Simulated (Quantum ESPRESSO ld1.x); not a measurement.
Er2+, configuration [Xe] 4f12.

All-electron calculation, Dirac Kohn-Sham, LDA (Slater exchange, VWN5 correlation), spin-unpolarised, spherical densities, point nucleus; open shells are shared between the two j in proportion to 2j + 1. Program: ld1.x of Quantum ESPRESSO 7.5.

Energy parts (eV):
| part | energy |
|---|---|
| total | -356218 |
| kinetic | 393155 |
| electron-nucleus | -880744 |
| Hartree | 138736 |
| exchange-correlation | -7365 |

Orbitals (lengths in bohr, moments of r in powers of bohr; r(max) is where P^2 peaks):
orbital     occ.  eigenvalue (eV)       <r^4>  r(max)      <r>      <r^2>  small-component weight
1s1/2          2       -57271.901   8.661e-07   0.013  0.02038  0.0005685                6.47e-02
2s1/2          2        -9629.074   0.0001340   0.073  0.08594   0.008785                1.44e-02
2p1/2          2        -9174.983  0.00008198   0.056  0.07149   0.006333                1.45e-02
2p3/2          4        -8259.091   0.0001119   0.062  0.07877   0.007552                1.33e-02
3s1/2          2        -2167.952    0.005095   0.208   0.2251    0.05805                4.65e-03
3p1/2          2        -1968.362    0.004568   0.195   0.2148    0.05369                4.60e-03
3p3/2          4        -1776.062    0.005760   0.208   0.2285    0.06055                4.26e-03
3d3/2          4        -1433.659    0.004046   0.165   0.2013    0.04767                4.15e-03
3d5/2          6        -1391.593    0.004345   0.167   0.2056    0.04957                4.05e-03
4s1/2          2         -438.547      0.1245   0.473   0.5084     0.2921                1.50e-03
4p1/2          2         -358.830      0.1396   0.477   0.5173     0.3050                1.42e-03
4p3/2          4         -315.368      0.1771   0.505   0.5491     0.3434                1.29e-03
4d3/2          4         -183.975      0.2467   0.509   0.5777     0.3880                1.11e-03
4d5/2          6         -176.080      0.2667   0.517   0.5890     0.4032                1.07e-03
5s1/2          2          -66.490       4.685    1.11    1.252      1.768                3.04e-04
5p1/2          2          -44.902       8.062    1.22    1.411      2.267                2.37e-04
5p3/2          4          -39.446       10.89    1.31    1.520      2.631                2.05e-04
4f5/2    5.14286          -18.349       2.572   0.505   0.8094     0.8898                6.41e-04
4f7/2    6.85714          -17.260       2.942   0.513   0.8284     0.9392                6.23e-04

The highest occupied level is 4f7/2 at -17.260 eV. Summed over all electrons, <r^2> = 37.16 bohr^2, which gives a Langevin (diamagnetic) susceptibility term of -29.4 x 10^-6 cm^3/mol. For comparison, the ionisation energy in NIST's Atomic Spectra Database is 22.70 eV (semi-empirical). In exact Kohn-Sham theory the highest level is minus the ionisation energy, but local and semilocal functionals leave it too shallow, through self-interaction and a potential that decays too fast; potentials with the right tail come closer. The density falls to 0.001 e/bohr^3 at r = 3.34 bohr.

Beside tabulated values, note that spin-unpolarised runs miss the spin-polarisation part of the exchange energy of open shells.
